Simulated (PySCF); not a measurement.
C2H7Bi. Atoms are numbered in the order given.

```xyz
10

Bi     0.0015    -0.4711     0.0000
H     -1.2268    -0.1398     1.2736
H     -1.2268    -0.1398    -1.2736
C      0.6993     1.7096     0.0000
C     -0.4090     2.7429     0.0000
H      1.3473     1.8019     0.8860
H      1.3473     1.8019    -0.8860
H     -1.0551     2.6461    -0.8861
H     -1.0551     2.6461     0.8861
H      0.0005     3.7684     0.0000
```

Coordinates come from a PBE0-D3(BJ)/def2-SVP optimisation. The def2 effective core potentials stand for the cores of Bi; spin–orbit coupling is left out.

These are r2SCAN/def2-TZVPD run with PySCF values and carry that method's errors.

Symmetry labels are those of the subgroup Cs that the program uses (full group Cs).

Computed valence orbital energies around the gap with their symmetry:
```csv
orbital,symmetry,energy (eV)
HOMO−7,A',-14.70
HOMO−6,A",-11.20
HOMO−5,A',-10.36
HOMO−4,A',-9.45
HOMO−3,A",-8.66
HOMO−2,A",-7.83
HOMO−1,A',-7.24
HOMO,A',-6.17
LUMO,A',-0.79
LUMO+1,A",-0.39
LUMO+2,A',-0.07
LUMO+3,A',1.02
```
